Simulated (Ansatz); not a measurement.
The cluster Cu₃Se. Charge 0, multiplicity 2. Geometry r2SCAN-D4/def2-SVP, that of the charge +1 singlet; atoms count from 1.

```xyz
4

Cu   -0.9754    0.7873   -0.8258
Cu   -0.2477   -1.4778   -0.1032
Cu    0.0274    0.4680    1.4270
Se    1.1957    0.2225   -0.4979
```

The structure comes from a short search, and lower isomers may exist.

Problem. Estimate the Mulliken populations from the PBE0/def2-TZVP orbitals of Ansatz.

Solution. 
```csv
atom,charge (e),spin (α − β),d electrons
Cu1,0.15,0.26,9.85
Cu2,0.15,0.26,9.85
Cu3,0.15,0.26,9.85
Se4,-0.45,0.23,–
```
Mulliken values and Mayer orders depend strongly on the basis.

Problem. Where does the spin sit?

Solution. Summed by element: Cu 0.77, Se 0.23, of 1 unpaired in all. Largest on single atoms: Cu1 0.26, Cu2 0.26, Cu3 0.26.

Problem. And the Mayer bond orders between bonded heavy atoms (over 0.3)?

Solution. Cu1–Cu2 0.35 (2.49 Å); Cu1–Cu3 0.35 (2.49 Å); Cu1–Se4 0.83 (2.27 Å); Cu2–Cu3 0.34 (2.49 Å); Cu2–Se4 0.83 (2.27 Å); Cu3–Se4 0.83 (2.27 Å).
